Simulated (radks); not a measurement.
Initial-state core-level shifts of the vanadium ion V+ when its valence configuration changes from [Ar] 3d4. Method: non-relativistic Kohn-Sham, BLYP, spin-polarised, spherical densities, point nucleus; open shells are filled with parallel spins first; computed with a radial shooting solver on a logarithmic mesh with Libxc functionals. Shifts are changes of the shell-averaged eigenvalues in eV (positive: less bound); the change of the density at the nucleus, which sets a Mossbauer isomer shift, is in e/bohr^3, on a base of 8182.

| valence | 2s | 2p | 3s | 3p | density at nucleus |
|---|---|---|---|---|---|
| 3d3 4p1 | -6.842 | -6.772 | -6.193 | -6.008 | +0.9021 |
| 3d2 4s2 | -13.102 | -12.945 | -11.191 | -10.782 | +11.9187 |
| 3d3 4s1 | -5.667 | -5.596 | -4.973 | -4.791 | +5.2335 |
| 3d3 4s0.5 4p0.5 | -6.261 | -6.190 | -5.590 | -5.406 | +3.0917 |
| 3d3.5 4s0.5 | -2.629 | -2.596 | -2.342 | -2.258 | +2.4155 |
| 3d3.5 4p0.5 | -3.210 | -3.178 | -2.956 | -2.872 | +0.3807 |
| 3d2 4s1.5 4p0.5 | -13.662 | -13.503 | -11.731 | -11.316 | +9.7634 |
| 3d2.5 4s1.5 | -9.182 | -9.071 | -7.967 | -7.679 | +8.2742 |
| 3d1 4s0.5 4p2.5 | -24.526 | -24.249 | -20.571 | -19.862 | +7.4547 |
